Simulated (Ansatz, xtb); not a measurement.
# Two structures of F2H2SiTe+

Structure I: a doublet given by its coordinates. Structure II: the doublet with the links of `F[Si](F)[TeH2+]`. Both are isolated ions in the gas phase, relaxed with BLYP-D3(BJ)/def2-SVP; the shapes shown needn't be the lowest conformers.

I (Å):

```xyz
6

F     1.7910    0.3765   -0.3664
F    -2.6970    0.6296    0.6484
Si    0.4937   -0.0290    0.5097
Te   -1.4768    1.4101   -0.6447
H     0.0349   -1.4247    0.2837
H     0.5136    0.5185    1.8915
```

Close contacts (Å): F1–Si3 1.62, F2–Te4 1.94, Si3–Te4 2.70, Si3–H5 1.49, Si3–H6 1.49.

II (Å):

```tsv
atom	x (Å)	y (Å)	z (Å)
F	0.1642	1.8706	1.4930
F	-0.7156	-0.0808	-0.0786
Si	-0.1962	1.4487	-0.0248
Te	2.3343	1.2748	-1.2257
H	1.6198	1.1927	-2.7559
H	2.4161	2.9600	-1.3344
```

Quicker runs give these differences E(II) − E(I): GFN2-xTB −0.658 eV; HF/STO-3G −0.669 eV (at GFN2-xTB geometries); r2SCAN-D4/def2-SVP −1.264 eV (at GFN2-xTB geometries).

Estimate E(II) − E(I) at the level CCSD(T)/def2-SVP + ΔMP2/def2-TZVPP.

Calculated at CCSD(T)/def2-SVP + ΔMP2/def2-TZVPP: E(II) − E(I) = −1.228 eV, so structure II lies lower.

The same difference at several levels:

```tsv
level	geometry	E(II) − E(I) (eV)	departure from the last row (eV)	job, with rough time for the two
GFN2-xTB	GFN2-xTB	−0.658	+0.570	optimisation, 1.4 s
HF/STO-3G	GFN2-xTB	−0.669	+0.560	single point, 7.2 s
r2SCAN-D4/def2-SVP	GFN2-xTB	−1.264	−0.035	single point, 17 s
BLYP-D3(BJ)/def2-SVP	BLYP-D3(BJ)/def2-SVP	−1.179	+0.049	optimisation, 3.3 min
HF/def2-SVP	BLYP-D3(BJ)/def2-SVP	−1.058	+0.171	part of the CCSD(T) run
MP2/def2-SVP	BLYP-D3(BJ)/def2-SVP	−1.178	+0.051	part of the CCSD(T) run
CCSD(T)/def2-SVP	BLYP-D3(BJ)/def2-SVP	−1.148	+0.080	single point
CCSD(T)/def2-SVP + ΔMP2/def2-TZVPP	BLYP-D3(BJ)/def2-SVP	−1.228		single point, 3.3 min
```

The levels shown agree on the order. The largest departure from CCSD(T)/def2-SVP + ΔMP2/def2-TZVPP is that of GFN2-xTB, 0.570 eV. The last row adds to CCSD(T) the change of the MP2 difference between the two basis sets, here −0.080 eV.

With harmonic frequencies from BLYP-D3(BJ)/def2-SVP (ideal gas, rigid rotor, one conformer each, 298.15 K, 1 atm): on the last row, ΔE + ΔZPE = −1.281 eV. A mode under 50 cm⁻¹ makes harmonic enthalpies and free energies unreliable, so none is given.

Open shells are spin-unrestricted, with notable spin contamination under HF/STO-3G. The correlated steps freeze 11 core orbitals; the filled d shell of Te is correlated, in a basis made for valence electrons. Atoms past krypton carry core potentials in the def2 sets, other sets are all-electron and non-relativistic, and no spin–orbit term is included. Run with Ansatz 0.2.0, xtb 6.7.1; the last row on 1 thread of AMD EPYC (Zen 3) on a shared host.
